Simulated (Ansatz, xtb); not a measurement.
AlFH3SeSi: which of two isomers lies lower

We compare I, `[F][AlH][Se][SiH2]`, a doublet, with II, `[F][Al][Se][SiH3]`, a doublet. Both are isolated molecules in the gas phase, relaxed with B3LYP/6-31G*; the shapes shown needn't be the lowest conformers.

I (Å):

```tsv
atom	x (Å)	y (Å)	z (Å)
Al	-3.8000	-0.1190	0.4700
F	-2.4969	0.0629	-0.5423
Se	-3.4028	-0.9219	2.6093
Si	-1.1087	-1.1333	2.4231
H	-5.2400	0.2516	-0.0451
H	-0.6333	-1.5441	3.7771
H	-0.4673	0.1620	2.0499
```

II (Å):

```xyz
7

Al   -2.8673   -3.2718   -0.0735
F    -1.6370   -2.9137   -1.1450
Se   -2.7556   -2.1571    2.0013
Si   -0.8118   -0.9910    1.5123
H    -0.9982   -0.0922    0.3475
H     0.3222   -1.9119    1.2561
H    -0.5276   -0.1800    2.7236
```

Task: Estimate which is lower in electronic energy at CCSD(T)/def2-SVP + ΔMP2/def2-TZVPP, and by roughly how much.

Result: The CCSD(T)/def2-SVP + ΔMP2/def2-TZVPP calculation puts structure II lower, by 7.1 kcal/mol.

How the difference moves with the method:

```
                             level      geometry  E(II) − E(I) (kcal/mol)  departure from the last row (kcal/mol)  job, with rough time for the two
                      B3LYP/6-31G*  B3LYP/6-31G*                      −6.9                                    +0.2               optimisation, 2 min
                       HF/def2-SVP  B3LYP/6-31G*                      −5.9                                    +1.2           part of the CCSD(T) run
                      MP2/def2-SVP  B3LYP/6-31G*                      −6.6                                    +0.5           part of the CCSD(T) run
                  CCSD(T)/def2-SVP  B3LYP/6-31G*                      −5.9                                    +1.2                      single point
CCSD(T)/def2-SVP + ΔMP2/def2-TZVPP  B3LYP/6-31G*                      −7.1                                                        single point, 56 s
```

As drawn, II has 1 Si–H in place of 1 Al–H.

The levels shown agree on the order. The largest departure from CCSD(T)/def2-SVP + ΔMP2/def2-TZVPP is that of CCSD(T)/def2-SVP, 1.2 kcal/mol. Levels run at GFN2-xTB geometries aren't shown. The last row adds to CCSD(T) the change of the MP2 difference between the two basis sets, here −1.2 kcal/mol.

With harmonic frequencies from B3LYP/6-31G* (ideal gas, rigid rotor, one conformer each, 298.15 K, 1 atm): the zero-point term adds +1.5 kcal/mol; ΔH is −5.7 and ΔG −5.4 kcal/mol.

Open shells are spin-unrestricted. The correlated steps freeze 20 core orbitals; the filled d shell of Se is correlated, in a basis made for valence electrons. Mirror images aren't counted in ΔG. Run with Ansatz 0.2.0; the last row on 2 threads of Arm Neoverse V2 on a shared host.
